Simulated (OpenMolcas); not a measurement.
**Mo2+: the spin-orbit constant, worked from levels**

```yaml
Program: OpenMolcas 26.06
Basis: ANO-RCC-VQZP [8s7p5d3f2g1h]
Scalar_Hamiltonian: DKH2, point nucleus
Active_space: 4 electrons in 5 orbitals (4d)
State_averaging: 2S+1 = 5 even, 5 roots; 2S+1 = 3 even, 45 roots; 2S+1 = 1 even, 50 roots
Spin-orbit_coupling: RASSI with atomic mean-field integrals over the reference wave functions, term energies averaged over their components
```

Methods: CASSCF; MS-CASPT2, IPEA 0.25 Eh, imaginary shift 0.1 Eh (closed shells correlated: 4s 4p). Measured levels: Sugar and Musgrove, J. Phys. Chem. Ref. Data 17, 155 (1988).

**The spin-orbit constant.** For the Hund term 5D of d4, E(J) = (A/2) J(J+1) + constant and ζ = 2S·A = 4A. From J = 0 to J = 4 the energy changes by 10 A.

```json
{"Source": "CASSCF", "E(4) - E(0)": "1824.2", "A": "182.4", "ζ": "730"}
{"Source": "MS-CASPT2", "E(4) - E(0)": "1857.5", "A": "185.8", "ζ": "743"}
{"Source": "measured", "E(4) - E(0)": "1872.3", "A": "187.2", "ζ": "749"}
```

All in cm-1. MS-CASPT2 is off by -0.8 % and CASSCF by -2.6 %. Both methods take the spin-orbit matrix elements from the reference wave functions, so the second can move ζ only through the term energies and any multistate remixing. Second-order mixing with other terms is absorbed into this ζ.

Levels of configurations with an s electron are missing; early in the row they begin among the upper levels of the d shell and mix with terms of their name. Without dynamic correlation excited terms often stand tens of per cent too high (terms of higher spin than the ground term too low), and those without a measured partner can miss by more than the paired ones (holds for CASSCF). Measured partners are found by configuration, term and J. A level has none where our copy of the source lacks it or the pairing is in doubt (some pairs that miss far off the trend of their configuration count as doubtful), and it then counts in no deviation. Only configurations of the active space appear.
